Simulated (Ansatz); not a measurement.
Harmonic frequencies (cm⁻¹) at PBE0-D4/def2-TZVP from Ansatz: 68, 115, 190, 234, 257, 332, 382, 416, 481, 548, 594, 686, 850, 920, 1105, 1141, 1150, 1167, 1217, 1236, 1293, 1378, 1390, 1424, 1439, 1486, 3047, 3117, 3142, 3855.

Each molecule was computed in one conformer, which needn't be the lowest.

Which molecule is it?
A. `OCC(F)(F)C(F)F`
B. `BrC1CCCC1`
C. `N#CCCC#N`
D. `CP(C)(C)=O`

A.
